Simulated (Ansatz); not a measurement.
Reactions of C₂H₇NOSi, SMILES `C[SiH2]C(=N)O`.

Gas-phase electronic energies from Ansatz, PBE0-D4/def2-TZVP geometries. CBS: MP2 limit from def2 TZ/QZ plus the TZ coupled-cluster correction, frozen cores. This one scheme is used for every species. Functionals use def2-TZVPP. Each species was taken in one conformer, which may not be the lowest.

| reaction | CCSD/CBS(def2) (eV) | PBE-D4 (eV) | PBE0-D4 (eV) | CCSD(T)/CBS(def2) (eV) |
| --- | --- | --- | --- | --- |
| `C[SiH2]C(=N)O` → `CC(=N)O` + `[SiH2]` | 2.48 | 2.60 | 2.64 | 2.54 |
| `C[SiH2]C(=N)O` → `CNC(=O)[SiH3]` | 0.30 | 0.15 | 0.19 | 0.30 |
| `C[SiH2]C(=N)O` + `C=N` → `C=NC(=N)O` + `C[SiH3]` | 0.13 | 0.09 | 0.05 | 0.14 |
| `C[SiH2]C(=N)O` + `C=C(O)Cl` → `C[SiH2]Cl` + `C=C(O)C(=N)O` | -1.68 | -1.55 | -1.64 | -1.67 |
| `C[SiH2]C(=N)O` → `N[Si]1(O)CC1` | -1.43 | -1.16 | -1.33 | -1.39 |
| `C[SiH2]C(=N)O` + `C=N` → `C=N[SiH2]C` + `N=CO` | -0.49 | -0.43 | -0.47 | -0.47 |
| `C[SiH2]C(=N)O` + H₂ → `N=C(O)[SiH3]` + CH₄ | -0.26 | -0.21 | -0.23 | -0.22 |
| `C[SiH2]C(=N)O` + SiH₄ → `N=C(O)[SiH2][SiH3]` + CH₄ | -0.04 | -0.19 | -0.15 | -0.05 |

Largest T1 diagnostic: 0.016, for `CNC(=O)[SiH3]`.
